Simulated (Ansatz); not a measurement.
`O[SiH2]C#C[SiH2]F`. Total charge 0; spin multiplicity 1.

```xyz
11

O     0.148   -1.352    2.764
Si    0.118    0.182    2.186
C    -0.044    0.203    0.359
C    -0.128    0.214   -0.853
Si   -0.309    0.232   -2.663
F     1.139    0.275   -3.334
H     0.820   -1.949    2.431
H     1.358    0.930    2.509
H    -1.067    0.827    2.786
H    -1.048    1.443   -3.077
H    -0.986   -1.005   -3.108
```

Question: List the harmonic frequencies (cm⁻¹, unscaled) at PBE0-D4/def2-TZVP in Ansatz. (Estimate.)

Answer: Ansatz gave: 16, 71, 76, 182, 210, 252, 349, 397, 459, 634, 665, 733, 742, 804, 836, 874, 895, 919, 934, 959, 961, 2234, 2239, 2266, 2269, 2276, 3924.

Question: Is this a minimum?

Answer: Yes, all 27 modes are real.

Question: Give the ideal-gas thermochemistry at 298.15 K and 1 bar (rigid rotor, harmonic oscillator; point group C1, symmetry number 1).

Answer: Zero-point energy 162.6 kJ/mol; H(298) − E = 188.1 kJ/mol; entropy 400.6 J/(mol·K), of which translation 168.6, rotation 120.8, vibration 111.3; G(298) − E = 68.6 kJ/mol. Modes under 100 cm⁻¹ are hindered rotations or soft bends, so the harmonic entropy is rough.

Question: And at 400, 500, 600, 800 and 1000 K?

Answer: 
```json
{"T (K)": "400", "H − E (kJ/mol)": "202.6", "S (J/mol/K)": "442.4", "G − E (kJ/mol)": "25.7"}
{"T (K)": "500", "H − E (kJ/mol)": "218.9", "S (J/mol/K)": "478.6", "G − E (kJ/mol)": "-20.4"}
{"T (K)": "600", "H − E (kJ/mol)": "236.6", "S (J/mol/K)": "510.9", "G − E (kJ/mol)": "-69.9"}
{"T (K)": "800", "H − E (kJ/mol)": "275.3", "S (J/mol/K)": "566.4", "G − E (kJ/mol)": "-177.8"}
{"T (K)": "1000", "H − E (kJ/mol)": "317.1", "S (J/mol/K)": "613.0", "G − E (kJ/mol)": "-295.9"}
```
